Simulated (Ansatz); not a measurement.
A search over several starts for the lowest SCF solution of the cluster As₂S at the given spin, in a small basis.

```yaml
crystal:
  periodic: [false, false, false]
  atoms:
    - {symbol: As, position_ang: [-0.828339, 0.954687, 0.241452]}
    - {symbol: As, position_ang: [1.219760, 0.157143, 0.387276]}
    - {symbol: S, position_ang: [-0.391421, -1.111830, -0.628728]}
basis:
  gaussian: {orbitals: def2-SVP, initial_orbitals: start.molden}
hamiltonian: {xc: pbe0, dispersion: d4}
output: {orbitals: {seedname: orbitals}}
```

The file start.molden holds the orbitals of an earlier run on this structure, at another level or in another basis.

```sh
$ ansatz run in.yaml --threads 4 --pin off --events-out ev --progress --plain --max-ram 3916MiB
```

Shortened log:

```
Functional definition: PBE0
784 factors; integrals over basis functions are off by at most 7.3e-4 eV
mean field evaluation 1: about -132445.2645 eV, gradient 9.6e1 eV
mean field evaluation 2: about -132462.2309 eV, gradient 2.5e1 eV
mean field evaluation 4: about -132481.2359 eV, gradient 4.2e0 eV
mean field evaluation 8: about -132481.3934 eV, gradient 3.3e-2 eV
mean field evaluation 16: about -132481.3871 eV, gradient 4.8e-2 eV
mean field -132481.39339610 eV, -4868.6014081929 hartree, gradient 4.3e-5 eV, S^2 0.000000; 1 other end points of the search recorded, 0 dependent functions left out
reference -132481.39341281 eV, -4868.6014088071 hartree; 41, 41 occupied and 41, 41 virtual orbitals, 784 factors
Total energy: -132481.50515926 eV, -4868.6055154133 hartree
```

Run time 1.9 s (4 threads of Arm Neoverse N1 on a shared host).

The restricted singlet is unstable towards broken spin symmetry at other levels; at PBE0-D4/def2-SVP this wasn't settled. The geometry of the singlet was relaxed on an unsound state (restricted singlet, unstable towards broken spin symmetry). The structure comes from a short search, and lower isomers may exist.
